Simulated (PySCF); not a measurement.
C3H11Si3, SMILES C1[SiH]C[SiH2]C[SiH2]1, doublet, GFN2-xTB optimised geometry.

```
17

C     -0.73     0.97     3.12
Si    -0.10     1.93     1.60
C     -0.51     0.98     0.00
Si     0.12    -0.81     0.00
C     -0.53    -1.68     1.56
Si    -0.10    -0.82     3.19
H     -1.82     0.97     3.13
H     -0.42     1.50     4.02
H      1.35     2.19     1.70
H     -1.59     0.98    -0.15
H     -0.09     1.51    -0.85
H      1.59    -0.81     0.00
H     -0.35    -1.51    -1.20
H     -1.61    -1.78     1.48
H     -0.13    -2.70     1.58
H      1.36    -0.82     3.39
H     -0.73    -1.53     4.32
```

Density from unrestricted B3LYP/def2-SVP in PySCF at that geometry.

Minimum of the electron density along straight lines between bonded atoms, close to the bond critical point (lines longer than 1.1 times the sum of covalent radii, or with two minima, are not listed):

```tsv
bond	length / Å	ρ at the minimum / e bohr⁻³	∇²ρ there / e bohr⁻⁵	position (fraction from the first atom)
C1–Si2	1.903	0.108	0.30	0.62
Si2–C3	1.903	0.108	0.30	0.38
C3–Si4	1.904	0.108	0.30	0.62
Si4–C5	1.899	0.110	0.31	0.38
C1–Si6	1.904	0.108	0.30	0.62
C5–Si6	1.899	0.110	0.31	0.62
C1–H7	1.090	0.267	-0.92	0.62
C1–H8	1.089	0.269	-0.94	0.62
Si2–H9	1.471	0.115	0.32	0.49
C3–H10	1.090	0.267	-0.92	0.62
C3–H11	1.089	0.269	-0.94	0.62
Si4–H12	1.470	0.116	0.33	0.49
Si4–H13	1.472	0.115	0.32	0.49
C5–H14	1.090	0.267	-0.92	0.62
C5–H15	1.089	0.268	-0.93	0.62
Si6–H16	1.470	0.116	0.33	0.49
Si6–H17	1.472	0.115	0.32	0.49
```
